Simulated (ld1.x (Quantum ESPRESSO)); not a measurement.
Reading a pseudo-wave (Lu (Z = 71))

Columns: radius, all-electron u(r) and pseudo u(r) of the 4f shell (level -10.36 eV) of lutetium in the configuration [Kr] 4d10 4f14 5s2 5p6 5d1 6s1.5 6p0.5; PBE, scalar-relativistic, PAW scheme, ld1.x (Quantum ESPRESSO) 7.5.

| r (bohr) | all-electron | pseudo |
| --- | --- | --- |
| 0.150 | 0.3393 | 0.0609 |
| 0.300 | 0.9735 | 0.5588 |
| 0.450 | 1.1909 | 1.1191 |
| 0.600 | 1.1235 | 1.1245 |
| 0.750 | 0.9660 | 0.9660 |
| 0.900 | 0.8025 | 0.8025 |
| 1.050 | 0.6588 | 0.6588 |
| 1.200 | 0.5391 | 0.5391 |
| 1.350 | 0.4413 | 0.4413 |
| 1.500 | 0.3622 | 0.3622 |
| 1.650 | 0.2982 | 0.2982 |
| 1.800 | 0.2464 | 0.2464 |
| 1.950 | 0.2045 | 0.2045 |
| 2.100 | 0.1703 | 0.1703 |
| 2.250 | 0.1424 | 0.1424 |
| 2.400 | 0.1195 | 0.1195 |
| 2.550 | 0.1007 | 0.1007 |
| 2.700 | 0.0851 | 0.0851 |
| 2.850 | 0.0722 | 0.0722 |
| 3.000 | 0.0614 | 0.0614 |
| 3.150 | 0.0524 | 0.0524 |
| 3.300 | 0.0448 | 0.0448 |
| 3.450 | 0.0384 | 0.0384 |
| 3.600 | 0.0330 | 0.0330 |
| 3.750 | 0.0283 | 0.0283 |
| 3.900 | 0.0244 | 0.0244 |

Problem. How many radial nodes do the two functions have?

Solution. The all-electron 4f function has n − l − 1 = 0; the pseudo-wave has 0.

Problem. At about which radius was the pseudo-wave matched?

Solution. 0.65 bohr, where the columns begin to agree (steps of 0.15 bohr).

Problem. Where does each function peak?

Solution. Outermost all-electron maximum near 0.45 bohr, pseudo maximum near 0.60 bohr (to the table’s step).

Problem. Is the pseudo-wave norm-conserving?

Solution. No, it belongs to a PAW set: the norm inside the radius is not constrained, and the difference is carried by the augmentation charge.
